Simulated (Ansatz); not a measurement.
One change: `F[SiH]1BO1` becomes `[SiH3][SiH]1BO1`.

Ansatz, PBE0-D4/def2-TZVP geometries, multiplicity 1. 

```tsv
property	`F[SiH]1BO1`
HOMO–LUMO gap (ωB97M-V/def2-TZVPP) / eV	10.18
LUMO energy (ωB97M-V/def2-TZVPP) / eV	0.66
HOMO–LUMO gap (PBE0/def2-TZVPP) / eV	6.00
size of the dipole moment (PBE/def2-TZVPP) / D	1.18
HOMO–LUMO gap (B3LYP/def2-TZVPP) / eV	5.59
zero-point energy (PBE0-D4/def2-TZVP) / kJ/mol	73.7
```

What does the change do to each property? (Best estimate.)

Computed: 
```csv
property,`[SiH3][SiH]1BO1`,shift
HOMO–LUMO gap (ωB97M-V/def2-TZVPP) / eV,9.70,-0.48
LUMO energy (ωB97M-V/def2-TZVPP) / eV,0.65,-0.01
HOMO–LUMO gap (PBE0/def2-TZVPP) / eV,5.79,-0.21
size of the dipole moment (PBE/def2-TZVPP) / D,0.90,-0.28
HOMO–LUMO gap (B3LYP/def2-TZVPP) / eV,5.42,-0.17
zero-point energy (PBE0-D4/def2-TZVP) / kJ/mol,130.9,57.2
```

With PBE0 the HOMO rises by 0.40 eV and the LUMO rises by 0.19 eV, so the gap narrows by about 0.21 eV. PBE moves the HOMO by 0.28 eV and ωB97M-V by 0.47 eV. The zero-point energy changes by 57.2 kJ/mol with +9 modes. Dipoles are sizes alone; their direction can turn.

B3LYP here is the variant with VWN-RPA as its local correlation; programs differ in this.
